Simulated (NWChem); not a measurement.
The numbers come from NWChem runs, not from measurements. System: C$_{2}$H$_{4}$I, charge 0, spin multiplicity 2, at a geometry optimised with UB3LYP/def2-SVP with def2 effective core potentials on I. The structure started from a generated list of species. Its SCF solution wasn't tested for a lower state. Level: UMP2/def2-TZVP with def2 effective core potentials on I, 6 core orbitals frozen.

Input file:

```
start mol
memory heap 200 mb stack 900 mb global 1100 mb
geometry units angstroms nocenter noautoz noautosym
  C     -2.429651     0.256033     0.596857
  C     -1.070471     0.855313     0.610949
  I      0.571929    -0.167950    -0.183952
  H     -3.095915     0.827514     1.265369
  H     -2.888671     0.272180    -0.413088
  H     -2.424992    -0.795360     0.928322
  H     -0.901929     1.928928     0.722013
end
basis spherical
  * library def2-tzvp
end
ecp
  I library def2-ecp
end
scf
  uhf
  nopen 1
  maxiter 100
  thresh 1e-7
  semidirect memsize 60000000 filesize 0
  # guess.movecs holds the orbitals of an unrestricted PBE0 run
  vectors input guess.movecs output mol.movecs
end
mp2
  freeze core 6
end
task mp2 energy
```

Part of the output:

```
             Northwest Computational Chemistry Package (NWChem) 7.3.0
             --------------------------------------------------------

                                NWChem Input Module
                                -------------------

 Scaling coordinates for geometry "geometry" by  1.889725989
 (inverse scale =  0.529177249)

                             Geometry "geometry" -> ""
                             -------------------------

 Output coordinates in angstroms (scale by  1.889725989 to convert to a.u.)

  No.       Tag          Charge          X              Y              Z
 ---- ---------------- ---------- -------------- -------------- --------------
    1 C                    6.0000    -2.42965100     0.25603300     0.59685700
    2 C                    6.0000    -1.07047100     0.85531300     0.61094900
    3 I                   53.0000     0.57192900    -0.16795000    -0.18395200
    4 H                    1.0000    -3.09591500     0.82751400     1.26536900
    5 H                    1.0000    -2.88867100     0.27218000    -0.41308800
    6 H                    1.0000    -2.42499200    -0.79536000     0.92832200
    7 H                    1.0000    -0.90192900     1.92892800     0.72201300

 Effective nuclear repulsion energy (a.u.)     199.6765279940

            Nuclear Dipole moment (a.u.)
            ----------------------------
        X                 Y               Z
 ---------------- ---------------- ----------------
    -0.0000037795    -0.0000226767    -0.0000075589


 Summary of "ao basis" -> "" (spherical)
 ------------------------------------------------------------------------------
       Tag                 Description            Shells   Functions and Types
 ---------------- ------------------------------  ------  ---------------------
 *                         def2-tzvp                  on all atoms

 Summary of "ao basis" -> "ao basis" (spherical)
 ------------------------------------------------------------------------------
       Tag                 Description            Shells   Functions and Types
 ---------------- ------------------------------  ------  ---------------------
 C                         def2-tzvp                11       31   5s3p2d1f
 I                         def2-tzvp                16       50   6s5p3d2f
 H                         def2-tzvp                 4        6   3s1p

                                 NWChem SCF Module
                                 -----------------

  ao basis        = "ao basis"
  functions       =   136
  atoms           =     7
  alpha electrons =    21
  beta  electrons =    20
  charge          =   0.00
  wavefunction    = UHF
  use symmetry    = F
  symmetry adapt  = F

 Summary of "ao basis" -> "ao basis" (spherical)
 ------------------------------------------------------------------------------
       Tag                 Description            Shells   Functions and Types
 ---------------- ------------------------------  ------  ---------------------
 C                         def2-tzvp                11       31   5s3p2d1f
 I                         def2-tzvp                16       50   6s5p3d2f
 H                         def2-tzvp                 4        6   3s1p

 Forming initial guess at       0.1s

 Starting SCF solution at       0.1s

 ----------------------------------------------
         Quadratically convergent UHF

 Convergence threshold     :          1.000E-07
 Maximum no. of iterations :          100
 Integral*density screening:          1.000E-09
 ----------------------------------------------

              iter       energy          gnorm     gmax       time
             ----- ------------------- --------- --------- --------
                 1     -374.6891738773  4.63D-01  6.83D-02      5.3
                 2     -374.7067085061  3.66D-02  1.26D-02      7.0
                 3     -374.7073728985  1.12D-03  3.02D-04     10.8
                 4     -374.7073733998  1.21D-06  4.88D-07     16.4
                 5     -374.7073733998  4.34D-09  1.62D-09     21.3

       Final UHF  results
       ------------------

         Total SCF energy =   -374.707373399817
      One electron energy =   -842.706190484196
      Two electron energy =    357.098746066354
 Nuclear repulsion energy =    110.900071018026

                       Sz =      0.5000
                 Sz(Sz+1) =      0.7500
                      S^2 =      0.7772

        Time for solution =     21.2s

          Final alpha eigenvalues
          -----------------------

              1
    1  -11.2942
    2  -11.2428
    3   -7.7321
    4   -5.5849
    5   -5.5784
    6   -5.5775
    7   -2.2819
    8   -2.2780
    9   -2.2770
   10   -2.2686
   11   -2.2686
   12   -1.0645
   13   -0.9132
   14   -0.8007
   15   -0.6176
   16   -0.5995
   17   -0.5649
   18   -0.4708
   19   -0.4328
   20   -0.3667
   21   -0.3290
   22    0.0948
   23    0.1455
   24    0.1762
   25    0.2159
   26    0.2183
   27    0.2461
   28    0.2740
   29    0.2802
   30    0.2969
   31    0.3089

          Final beta eigenvalues
          ----------------------

              1
    1  -11.2666
    2  -11.2459
    3   -7.7324
    4   -5.5871
    5   -5.5775
    6   -5.5771
    7   -2.2827
    8   -2.2781
    9   -2.2780
   10   -2.2680
   11   -2.2680
   12   -1.0234
   13   -0.9058
   14   -0.7563
   15   -0.6037
   16   -0.5655
   17   -0.5539
   18   -0.4537
   19   -0.3741
   20   -0.3672
   21    0.0997
   22    0.1168
   23    0.1480
   24    0.1814
   25    0.2174
   26    0.2206
   27    0.2509
   28    0.2766
   29    0.2832
   30    0.2999
[...]
    75      0.193432  3 I  px                81      0.153720  3 I  px

 Vector   21  Occ=0.000000D+00  E= 9.970918D-02
              MO Center= -8.6D-01,  6.1D-01,  4.9D-01, r^2= 3.7D+00
   Bfn.  Coefficient  Atom+Function         Bfn.  Coefficient  Atom+Function
  ----- ------------  ---------------      ----- ------------  ---------------
    45      0.640801  2 C  pz                36      0.484868  2 C  s
   121      0.447196  5 H  s                 83     -0.369734  3 I  pz
    43      0.315857  2 C  px               127     -0.279666  6 H  s
   133     -0.259956  7 H  s                 39      0.231446  2 C  pz
    68     -0.201734  3 I  s                 42      0.152176  2 C  pz

 Vector   22  Occ=0.000000D+00  E= 1.167939D-01
              MO Center=  2.2D-01,  5.1D-02,  1.6D-02, r^2= 6.2D+00
   Bfn.  Coefficient  Atom+Function         Bfn.  Coefficient  Atom+Function
  ----- ------------  ---------------      ----- ------------  ---------------
    36      1.260957  2 C  s                  5      1.195283  1 C  s
    68     -0.934203  3 I  s                 81      0.880580  3 I  px
   133     -0.769874  7 H  s                 82     -0.612389  3 I  py
    43      0.590538  2 C  px               121     -0.541071  5 H  s
   127     -0.504515  6 H  s                 45     -0.448813  2 C  pz

 Vector   23  Occ=0.000000D+00  E= 1.480306D-01
              MO Center= -2.7D+00,  3.2D-01,  5.9D-01, r^2= 7.5D+00
   Bfn.  Coefficient  Atom+Function         Bfn.  Coefficient  Atom+Function
  ----- ------------  ---------------      ----- ------------  ---------------
     5      7.179917  1 C  s                 36     -2.460478  2 C  s
   115     -2.345010  4 H  s                121     -2.083604  5 H  s
   127     -2.021213  6 H  s                 44      0.961050  2 C  py
    43      0.751689  2 C  px               133     -0.686733  7 H  s
     4     -0.673206  1 C  s                 68      0.496851  3 I  s

 center of mass
 --------------
 x =   0.25848437 y =  -0.06984131 z =  -0.07718008

 moments of inertia (a.u.)
 ------------------
         121.611388427387         117.995242267538         155.005031366514
         117.995242267538         585.601384241991         -47.825751188330
         155.005031366514         -47.825751188330         593.158706245899

  Mulliken analysis of the total density
  --------------------------------------

    Atom       Charge   Shell Charges
 -----------   ------   -------------------------------------------------------
    1 C    6     6.29   0.85  1.12  0.47  0.68  0.06  1.25  1.41  0.35  0.02  0.06  0.00
    2 C    6     6.19   0.85  1.12  0.48  0.72  0.11  1.15  1.37  0.29  0.01  0.08  0.01
    3 I   25    25.02   0.19 -0.77  1.58  1.01  1.09  0.82 -0.49  6.45  1.34  2.74  1.01  9.23  0.77  0.06  0.01  0.00
    4 H    1     0.88   0.26  0.49  0.11  0.02
    5 H    1     0.88   0.26  0.49  0.11  0.02
    6 H    1     0.87   0.26  0.49  0.10  0.02
    7 H    1     0.85   0.26  0.48  0.08  0.02

  Mulliken analysis of the alpha density
  --------------------------------------

    Atom       Charge   Shell Charges
 -----------   ------   -------------------------------------------------------
    1 C    6     3.07   0.43  0.56  0.23  0.33  0.03  0.61  0.67  0.16  0.01  0.04  0.00
    2 C    6     3.69   0.43  0.56  0.27  0.39  0.06  0.78  0.94  0.22  0.01  0.04  0.00
    3 I   25    12.48   0.09 -0.38  0.79  0.50  0.54  0.41 -0.24  3.22  0.66  1.34  0.50  4.62  0.38  0.03  0.01  0.00
    4 H    1     0.45   0.13  0.25  0.06  0.01
    5 H    1     0.48   0.14  0.26  0.06  0.01
    6 H    1     0.45   0.13  0.25  0.05  0.01
    7 H    1     0.39   0.12  0.22  0.03  0.02

   Mulliken analysis of the beta density
   -------------------------------------

    Atom       Charge   Shell Charges
 -----------   ------   -------------------------------------------------------
    1 C    6     3.22   0.43  0.56  0.24  0.35  0.03  0.64  0.74  0.19  0.01  0.02  0.00
    2 C    6     2.50   0.43  0.56  0.22  0.33  0.04  0.37  0.43  0.08  0.01  0.04  0.00
    3 I   25    12.55   0.09 -0.38  0.79  0.50  0.54  0.41 -0.25  3.22  0.68  1.40  0.51  4.61  0.38  0.02  0.00  0.00
    4 H    1     0.43   0.13  0.24  0.05  0.01
    5 H    1     0.41   0.12  0.22  0.05  0.01
    6 H    1     0.42   0.13  0.24  0.05  0.01
    7 H    1     0.46   0.14  0.27  0.05  0.01

   Mulliken analysis of the spin density
   -------------------------------------

    Atom       Charge   Shell Charges
 -----------   ------   -------------------------------------------------------
    1 C    6    -0.15  -0.00  0.00 -0.01 -0.03 -0.00 -0.04 -0.07 -0.03  0.00  0.02  0.00
    2 C    6     1.19   0.00 -0.00  0.05  0.07  0.02  0.41  0.51  0.14 -0.00  0.00 -0.00
    3 I   25    -0.07   0.00 -0.00  0.00  0.00  0.00 -0.00  0.00 -0.00 -0.02 -0.06 -0.01  0.00  0.00  0.01  0.00  0.00
    4 H    1     0.01   0.00  0.01  0.00 -0.00
    5 H    1     0.07   0.02  0.04  0.02 -0.00
    6 H    1     0.03   0.01  0.01  0.00 -0.00
    7 H    1    -0.08  -0.01 -0.05 -0.02  0.01

       Multipole analysis of the density wrt the origin
       ------------------------------------------------

     L   x y z        total         alpha         beta         nuclear
     -   - - -        -----         -----         ----         -------
     0   0 0 0      0.000000    -21.000000    -20.000000     41.000000

     1   1 0 0     -0.609933     15.872637     13.779528    -30.262098
     1   0 1 0      0.278484     -5.031521     -3.576598      8.886603
     1   0 0 1      0.155020     -5.422757     -4.155544      9.733321

     2   2 0 0    -27.707514   -150.856346   -145.021722    268.170554
     2   1 1 0     -1.269649     27.244708     24.289201    -52.803558
     2   1 0 1     -1.106963     37.799072     35.663890    -74.569925
     2   0 2 0    -29.161429    -34.948121    -32.066880     37.853573
     2   0 1 1      0.697243    -11.948899    -10.257278     22.903421
     2   0 0 2    -30.805177    -32.354628    -28.368301     29.917752

                   NWChem MP2 Semi-direct Energy/Gradient Module
                   ---------------------------------------------

  Basis functions       =    136
  Molecular orbitals    =    136
  Frozen core           =      6
  Frozen virtuals       =      0
  Active alpha occupied =     15
  Active beta occupied  =     14
  Active alpha virtual  =    115
  Active beta virtual   =    116
  Use MO symmetry       = F
  Use skeleton AO sym   = F

  AO/Fock/Back tols     =   1.0D-09  1.0D-09  1.0D-09

 GA uses MA = F    GA memory limited = T

 Available:
  local mem=  1.26D+08
 global mem=  1.44D+08
 local disk=  0.00D+00
  mp2_memr nvloc                   115
  nvloc new                   115
   1 passes of  15:        5242880                     123947                  53086471.
   1 passes of  15: M    126138239           G      144142208           F     120895359.

 Semi-direct pass number   1 of   1  for UHF alpha       at       21.5s
  vrange nnbf                  9046
  mp2_eaftype                   202  avail_ma_in_mb                  1099
 EAF : mp2_eaftype filesize         202   26543236.
  mp2_eaf for mointskh                    202
Node 0 wrote    124.8 Mb in      0.0 s     Agg I/O rate:  2967.0 Mb/s
 Done moints_semi at       32.7s
  mp2_eaftype                   202  avail_ma_in_mb                   897
 EAF : mp2_eaftype filesize         202   26543236.
  mp2_eaf for kh                   202
 Done maket at       33.4s
 Done multipass loop at       33.4s

 GA uses MA = F    GA memory limited = T

 Available:
  local mem=  1.26D+08
 global mem=  1.44D+08
 local disk=  0.00D+00
  mp2_memr nvloc                   116
  nvloc new                   116
   1 passes of  14:        5242880                     118899                  49980075.
   1 passes of  14: M    126138239           G      144142208           F     120895359.

 Semi-direct pass number   1 of   1  for UHF beta        at       33.4s
  vrange nnbf                  9046
  mp2_eaftype                   190  avail_ma_in_mb                  1099
 EAF : mp2_eaftype filesize         190   24990037.
  mp2_eaf for mointskh                    190
Node 0 wrote    117.5 Mb in      0.0 s     Agg I/O rate:  2763.1 Mb/s
 Done moints_semi at       44.5s
  mp2_eaftype                   190  avail_ma_in_mb                   909
 EAF : mp2_eaftype filesize         190   24990037.
  mp2_eaf for kh                   190
 Done maket at       45.1s
 Done multipass loop at       45.1s

          -------------------------------------------
          SCF energy                -374.707373399817
          Correlation energy          -0.806677287164
          Singlet pairs                0.000000000000
          Triplet pairs                0.000000000000
          Total MP2 energy          -375.514050686981
          -------------------------------------------

          ---------------------------------------------------
                    Spin Component Scaled (SCS) MP2
          Same spin pairs                     -0.253991852990
          Same spin scaling factor             0.333333333333
          Opposite spin pairs                 -0.552685434174
          Opposite spin scaling fact.          1.200000000000
          SCS-MP2 correlation energy          -0.747886472005
          Total SCS-MP2 energy              -375.455259871822
          ---------------------------------------------------

 -----------------------
 Performance information
 -----------------------

 Timer overhead =  1.72D-07 seconds/call

               Nr. of calls         CPU time (s)                 Wall time (s)                GFlops
             ---------------    -------------------     ------------------------------   -------------------
Name         Min   Avg   Max    Min     Avg     Max     Min     Avg     Max   Mx/calls   Min     Max     Sum
mp2: moin     2     2     2    22.     22.     22.      22.     22.     22.     11.      0.0     0.0     0.0
mp2: make     2     2     2    1.4     1.4     1.4      1.4     1.4     1.4    0.68      0.0     0.0     0.0
mp2: tota     1     1     1    24.     24.     24.      24.     24.     24.     24.      0.0     0.0     0.0

 The average no. of pstat calls per process was 5.00D+00
 with a timing overhead of 8.59D-07s

 Task  times  cpu:       45.1s     wall:       45.1s

 Total times  cpu:       45.1s     wall:       45.1s
```
